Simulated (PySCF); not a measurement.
B(H)2(SiH3) (BH5Si), SMILES B[SiH3].

Coordinates come from a B3LYP-D3(BJ)/def2-TZVP optimisation.

Level of theory: PySCF with TDA-B3LYP/def2-TZVPD.

Vertical excitations. The molecule is in vacuum. State labels are in the subgroup Cs.

Give excitation energies, oscillator strengths and character. (The exact figures need the calculation; the answer reports its results.)


```csv
state,symmetry,energy (eV),λ (nm),f,main pairs
S1,A',4.27,290,0.006,HOMO→LUMO 98 %
S2,A",5.26,236,0.002,HOMO−1→LUMO 90 %
S3,A",6.20,200,0.003,HOMO−3→LUMO 90 %
S4,A',6.27,198,0.072,HOMO−2→LUMO 95 %
S5,A',7.46,166,0.007,HOMO→LUMO+1 99 %
S6,A',8.00,155,0.345,HOMO→LUMO+2 94 %
S7,A",8.01,155,0.007,HOMO→LUMO+3 93 %
S8,A',8.15,152,0.002,HOMO→LUMO+4 96 %
S9,A",8.36,148,0.015,HOMO−1→LUMO+1 94 %
S10,A",8.74,142,0.090,HOMO−1→LUMO+2 92 %
T1,A',3.38,367,0,HOMO→LUMO 99 %
T2,A",4.72,263,0,"HOMO−1→LUMO 71 %, HOMO−3→LUMO 27 %"
T3,A',5.55,223,0,HOMO−2→LUMO 98 %
T4,A",5.86,212,0,"HOMO−3→LUMO 71 %, HOMO−1→LUMO 28 %"
```
Triplets are in the Tamm–Dancoff approximation.
